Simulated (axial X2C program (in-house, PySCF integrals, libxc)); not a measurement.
Potential curves of SrS⁻, 2c

All values were computed with an in-house relativistic program for diatomic molecules. Two-component (2c) means X2C with spin–orbit coupling and atomic mean-field two-electron Coulomb and Gaunt terms. Basis: Sr dyall-acv3z [14s13p9d6f1g], S dyall-av3z [9s8p3d2f] (cores contracted in-house); Gaussian nuclei, density fitting, unrestricted open shells. Masses: Sr 87.906 u, S 31.972 u.

State: Ω = 1/2 (⟨Sz⟩ = 0.50, ⟨Lz⟩ = 0.00 at HF). Energies in eV from the fragments at the same level (Sr + S-). Fits are polynomials in 1 − R0/R over 0.85 to 1.23 times the lowest point R0.

```csv
R (Å),MP2,PBE0,CCSD
2.2978,-2.1118,-2.4441,-1.7171
2.3735,-2.4042,-2.6460,-2.0043
2.4492,-2.5866,-2.7488,-2.1820
2.5250,-2.6824,-2.7750,-2.2724
2.6134,-2.7091,-2.7322,-2.2921
2.7018,-2.6671,-2.6325,-2.2426
2.8154,-2.5420,-2.4491,-2.1075
```

Correlated methods: 9 electrons correlated (number of frozen shells: Sr 4 s, 3 p, 1 d; S 2 s, 1 p), 293 virtual spin orbitals or spinors in MP2, 90 natural virtuals in coupled cluster.

One determinant describes the state; a PBE0 search over occupations chose it and may have missed a lower one. Dissociation energies refer to the lowest single-determinant-based atoms at the same level and basis. Density functionals use the spin component along the axis (collinear). CCSD ran in a truncated set of natural virtual spinors with an MP2 remainder; without triples it tends to underbind. The 2c atoms are single determinants rather than J levels; their spin–orbit lowering is only partly caught, and De is too large by that part. This holds for PBE0. Without a current term, density functionals place determinants with orbital angular momentum somewhat too high. The outer-core s and p shells of the metal are frozen in the correlated rows, which leaves out core–valence correlation; for alkali and alkaline-earth bonds that tends to lengthen them. The highest occupied level of some functionals is positive through self-interaction error; at Hartree–Fock it is bound. With the outer-core shells frozen, correlated bond lengths of heavy atoms tend to come out a few hundredths of an ångström too long. Coupled cluster ran on the points near the minimum only. MP2 and coupled cluster on one determinant become unreliable at the stretched end.

(1) What are Re, ωe and De at the MP2 level?

(2) What are Re, ωe and De at the PBE0 level?

(3) Fit the CCSD curve near its minimum: give the equilibrium distance, the harmonic wavenumber and the well depth.

Answers

(1) At MP2, 2c: Re = 2.599 Å, ωe ≈ 326 cm⁻¹, De = 2.71 eV to Sr + S-; Be follows as 0.106 cm⁻¹.

(2) At PBE0, 2c: Re = 2.517 Å, ωe ≈ 349 cm⁻¹, De = 2.78 eV to Sr + S-; Be follows as 0.113 cm⁻¹.

(3) At CCSD, 2c: Re = 2.591 Å, ωe ≈ 333 cm⁻¹, De = 2.29 eV to Sr + S-; Be follows as 0.107 cm⁻¹.
